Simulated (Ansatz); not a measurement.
Geometry optimisation, Ansatz 0.2.0, RKS B3LYP/def2-SVP.

input.yaml

```yaml
crystal:
  periodic: [false, false, false]
  atoms:
    - { symbol: Ga, position_ang: [0.046946, -0.189135, -0.184486] }
    - { symbol: Cl, position_ang: [0.039298, -0.99174, 1.887828] }
    - { symbol: "N", position_ang: [1.657348, -0.202355, -1.032165] }
    - { symbol: H, position_ang: [2.48553, -0.401829, -0.477369] }
    - { symbol: H, position_ang: [1.868234, 0.484118, -1.755513] }
    - { symbol: "N", position_ang: [-1.561677, 0.291149, -0.887305] }
    - { symbol: H, position_ang: [-2.399374, 0.016698, -0.379] }
    - { symbol: H, position_ang: [-1.709439, 0.192649, -1.890178] }
    - { symbol: P, position_ang: [-0.139234, 2.939866, 1.359099] }
    - { symbol: H, position_ang: [1.044538, 3.241763, 2.106828] }
    - { symbol: H, position_ang: [0.604133, 2.667212, 0.168498] }
    - { symbol: H, position_ang: [-0.147004, 1.577104, 1.779062] }
basis:
  gaussian: { orbitals: def2-SVP }
hamiltonian:
  xc: b3lyp
relax:
  f_tol: 0.03
  max_steps: 50
```

Run as:

```bash
$ ansatz run input.yaml --threads 4 --pin off --max-ram 5120MiB --backend cpu --events-out ev --progress --plain --runs-dir out
```

Task: Where does it end, and by what steps?

Result: The forces met the threshold. The force dipped under the threshold on the way, but the program's further checks kept it going. After 28 steps the energy has fallen by 0.129 eV; H7 moved furthest, 1.06 Å.

```tsv
step	energy less start (eV)	largest force component (eV/Å)	accepted
0	0.0000	0.484	yes
1	-0.0775	0.266	yes
2	-0.0943	0.178	yes
3	-0.0712	0.621	no
4	-0.1029	0.097	yes
5	-0.1059	0.098	yes
6	-0.1052	0.096	no
7	-0.1074	0.034	yes
8	-0.1082	0.051	yes
9	-0.1085	0.108	yes
10	-0.1092	0.083	yes
11	-0.1101	0.052	yes
12	-0.1107	0.185	yes
13	-0.1122	0.078	yes
14	-0.1125	0.059	yes
15	-0.1145	0.080	yes
16	-0.1148	0.225	yes
17	-0.1176	0.124	yes
18	-0.1194	0.022	yes
19	-0.1214	0.061	yes
20	-0.1225	0.165	yes
21	-0.1243	0.087	yes
22	-0.1261	0.031	yes
23	-0.1256	0.097	no
24	-0.1273	0.030	yes
25	-0.1278	0.079	yes
26	-0.1282	0.040	yes
27	-0.1284	0.020	yes
28	-0.1287	0.019	yes
```

```xyz
12
Properties=species:S:1:pos:R:3
Ga -0.193 -0.411 -0.300
Cl -0.299 -1.037 1.773
N 1.420 0.136 -0.927
H 2.212 0.260 -0.307
H 1.539 0.630 -1.805
N -1.728 -0.438 -1.266
H -2.562 -0.887 -0.901
H -1.739 -0.394 -2.280
P 0.568 3.481 1.593
H 1.770 3.230 2.325
H 0.950 2.611 0.523
H -0.148 2.444 2.267
```

The run took 41 s on 4 threads of Intel(R) Xeon(R) 6975P-C (Granite Rapids), on a shared host, peak memory 0.38 GiB.
